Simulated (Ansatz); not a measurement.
Geometry optimisation of Al₅Ru₂⁻.

```yaml
crystal:
  periodic: [false, false, false]
  atoms:
    - {symbol: Ru, position_ang: [1.217350, 0.938490, 0.981720]}
    - {symbol: Ru, position_ang: [-0.225530, -2.313510, -1.554100]}
    - {symbol: Al, position_ang: [-0.978080, 1.002780, 2.225390]}
    - {symbol: Al, position_ang: [-0.801860, 0.164700, -1.533710]}
    - {symbol: Al, position_ang: [-0.753730, 2.333470, 0.062090]}
    - {symbol: Al, position_ang: [1.733490, -0.839010, -0.935500]}
    - {symbol: Al, position_ang: [-0.191630, -1.286910, 0.754120]}
basis:
  gaussian: {orbitals: def2-SVPD}
total_charge: -1
hamiltonian: {xc: pbe, dispersion: d4}
scf: {lower_state_search: "off"}
output: {orbitals: {seedname: orbitals}}
relax: {f_tol: 0.02, max_steps: 100}
```

```sh
$ ansatz run in.yaml --threads 4 --pin off --events-out ev --progress --plain --max-ram 4787MiB
```

Output, abridged:

```
Functional definition: PBE
mean field -38125.37507922 eV, -1401.0816918541 hartree, gradient 1.8e-6 eV, S^2 0.000000; 0 other end points of the search recorded, 0 dependent functions left out
relax step   1: F+E_penalty+E_count = -38125.89025966 eV  Δ(F+E_penalty+E_count) = +0.000e0 eV  max|allowed force component| = 2.785e0 eV/Å  Δτ_max = 0.0000 Å  (85 SCF iters, accepted)
mean field -38126.31994031 eV, -1401.1164148586 hartree, gradient 1.7e-6 eV, S^2 0.000000; 0 other end points of the search recorded, 0 dependent functions left out
relax step   2: F+E_penalty+E_count = -38126.84805733 eV  Δ(F+E_penalty+E_count) = -9.578e-1 eV  max|allowed force component| = 1.190e0 eV/Å  Δτ_max = 0.1998 Å  (50 SCF iters, accepted)
mean field -38126.55582484 eV, -1401.1250834551 hartree, gradient 2.9e-6 eV, S^2 0.000000; 0 other end points of the search recorded, 0 dependent functions left out
relax step   3: F+E_penalty+E_count = -38127.09221971 eV  Δ(F+E_penalty+E_count) = -2.442e-1 eV  max|allowed force component| = 3.756e-1 eV/Å  Δτ_max = 0.1687 Å  (47 SCF iters, accepted)
mean field -38126.69061512 eV, -1401.1300369065 hartree, gradient 2.3e-6 eV, S^2 0.000000; 0 other end points of the search recorded, 0 dependent functions left out
relax step   4: F+E_penalty+E_count = -38127.25054964 eV  Δ(F+E_penalty+E_count) = -1.583e-1 eV  max|allowed force component| = 3.408e-1 eV/Å  Δτ_max = 0.1949 Å  (49 SCF iters, accepted)
mean field -38126.83513402 eV, -1401.1353478782 hartree, gradient 8.5e-6 eV, S^2 0.000000; 0 other end points of the search recorded, 0 dependent functions left out
relax step   5: F+E_penalty+E_count = -38127.42751920 eV  Δ(F+E_penalty+E_count) = -1.770e-1 eV  max|allowed force component| = 5.798e-1 eV/Å  Δτ_max = 0.1952 Å  (42 SCF iters, accepted)
mean field -38126.98224460 eV, -1401.1407540923 hartree, gradient 2.4e-6 eV, S^2 0.000000; 0 other end points of the search recorded, 0 dependent functions left out
relax step   6: F+E_penalty+E_count = -38127.58993735 eV  Δ(F+E_penalty+E_count) = -1.624e-1 eV  max|allowed force component| = 7.297e-1 eV/Å  Δτ_max = 0.1948 Å  (42 SCF iters, accepted)
mean field -38127.07483678 eV, -1401.1441567923 hartree, gradient 2.7e-6 eV, S^2 0.000000; 0 other end points of the search recorded, 0 dependent functions left out
relax step   7: F+E_penalty+E_count = -38127.68410577 eV  Δ(F+E_penalty+E_count) = -9.417e-2 eV  max|allowed force component| = 5.292e-1 eV/Å  Δτ_max = 0.0621 Å  (35 SCF iters, accepted)
mean field -38127.18124013 eV, -1401.1480670429 hartree, gradient 2.9e-6 eV, S^2 0.000000; 0 other end points of the search recorded, 0 dependent functions left out
relax step   8: F+E_penalty+E_count = -38127.77702247 eV  Δ(F+E_penalty+E_count) = -9.292e-2 eV  max|allowed force component| = 6.421e-1 eV/Å  Δτ_max = 0.1949 Å  (42 SCF iters, accepted)
mean field -38127.21746990 eV, -1401.1493984626 hartree, gradient 2.0e-6 eV, S^2 0.000000; 0 other end points of the search recorded, 0 dependent functions left out
relax step   9: F+E_penalty+E_count = -38127.85193260 eV  Δ(F+E_penalty+E_count) = -7.491e-2 eV  max|allowed force component| = 1.502e-1 eV/Å  Δτ_max = 0.2000 Å  (33 SCF iters, accepted)
mean field -38127.19845326 eV, -1401.1486996141 hartree, gradient 2.3e-6 eV, S^2 0.000000; 0 other end points of the search recorded, 0 dependent functions left out
relax step  10: F+E_penalty+E_count = -38127.86156273 eV  Δ(F+E_penalty+E_count) = -9.630e-3 eV  max|allowed force component| = 2.982e-1 eV/Å  Δτ_max = 0.1977 Å  (34 SCF iters, accepted)
mean field -38127.21812130 eV, -1401.1494224013 hartree, gradient 2.1e-6 eV, S^2 0.000000; 0 other end points of the search recorded, 0 dependent functions left out
relax step  11: F+E_penalty+E_count = -38127.88713267 eV  Δ(F+E_penalty+E_count) = -2.557e-2 eV  max|allowed force component| = 1.766e-1 eV/Å  Δτ_max = 0.2000 Å  (34 SCF iters, accepted)
mean field -38127.25470803 eV, -1401.1507669387 hartree, gradient 1.5e-6 eV, S^2 0.000000; 0 other end points of the search recorded, 0 dependent functions left out
relax step  12: F+E_penalty+E_count = -38127.91150355 eV  Δ(F+E_penalty+E_count) = -2.437e-2 eV  max|allowed force component| = 1.138e-1 eV/Å  Δτ_max = 0.1966 Å  (34 SCF iters, accepted)
mean field -38127.25618934 eV, -1401.1508213759 hartree, gradient 1.4e-6 eV, S^2 0.000000; 0 other end points of the search recorded, 0 dependent functions left out
relax step  13: F+E_penalty+E_count = -38127.92184246 eV  Δ(F+E_penalty+E_count) = -1.034e-2 eV  max|allowed force component| = 8.774e-2 eV/Å  Δτ_max = 0.1832 Å  (34 SCF iters, accepted)
mean field -38127.26331133 eV, -1401.1510831041 hartree, gradient 3.7e-6 eV, S^2 0.000000; 0 other end points of the search recorded, 0 dependent functions left out
relax step  14: F+E_penalty+E_count = -38127.92587729 eV  Δ(F+E_penalty+E_count) = -4.035e-3 eV  max|allowed force component| = 3.008e-2 eV/Å  Δτ_max = 0.0815 Å  (27 SCF iters, accepted)
mean field -38127.26022613 eV, -1401.1509697250 hartree, gradient 3.7e-6 eV, S^2 0.000000; 0 other end points of the search recorded, 0 dependent functions left out
relax step  15: F+E_penalty+E_count = -38127.92566762 eV  Δ(F+E_penalty+E_count) = +2.097e-4 eV  max|allowed force component| = 5.039e-2 eV/Å  Δτ_max = 0.0920 Å  (26 SCF iters, rejected (line search))
mean field -38127.26178354 eV, -1401.1510269587 hartree, gradient 2.4e-6 eV, S^2 0.000000; 0 other end points of the search recorded, 0 dependent functions left out
relax step  16: F+E_penalty+E_count = -38127.92622129 eV  Δ(F+E_penalty+E_count) = -3.440e-4 eV  max|allowed force component| = 5.934e-2 eV/Å  Δτ_max = 0.0401 Å  (27 SCF iters, accepted)
mean field -38127.26388018 eV, -1401.1511040091 hartree, gradient 2.8e-6 eV, S^2 0.000000; 0 other end points of the search recorded, 0 dependent functions left out
relax step  17: F+E_penalty+E_count = -38127.92672234 eV  Δ(F+E_penalty+E_count) = -5.010e-4 eV  max|allowed force component| = 1.364e-2 eV/Å  Δτ_max = 0.0236 Å  (27 SCF iters, accepted)
Total energy: -38127.92676505 eV, -1401.1754645786 hartree
Atom 0 at     0.218616     0.581458     0.597586 Å, force     0.007953    -0.013644    -0.009474 eV/Å
Atom 1 at     0.085188    -2.108766    -1.520805 Å, force     0.007900    -0.002488     0.001325 eV/Å
Atom 2 at    -1.281743     1.192917     2.280006 Å, force    -0.008283     0.000572     0.011407 eV/Å
Atom 3 at    -1.212128    -0.220575    -1.081332 Å, force    -0.001197    -0.000920     0.001652 eV/Å
Atom 4 at     0.353081     2.853422     0.068227 Å, force     0.005636     0.003457    -0.002741 eV/Å
Atom 5 at     1.661406    -0.411003    -1.155591 Å, force    -0.009303     0.001797     0.002702 eV/Å
Atom 6 at     0.175590    -1.887443     0.811920 Å, force    -0.002707     0.011227    -0.004871 eV/Å
Dipole moment:    -0.073729    -0.367627    -0.330783 e Å
Checks for a lower state left out: stability, starts, cluster_reference, orbital_swaps, neighbouring_geometries, increment
```

It took 99 s on 4 threads of Intel Xeon on a shared host.

In the def2 sets Ru takes a core potential; there is no spin–orbit coupling. The restricted singlet is unstable towards broken spin symmetry in Hartree–Fock (as tested in another run); at PBE-D4/def2-SVPD this wasn't settled. The structure comes from a short search, and lower isomers may exist.
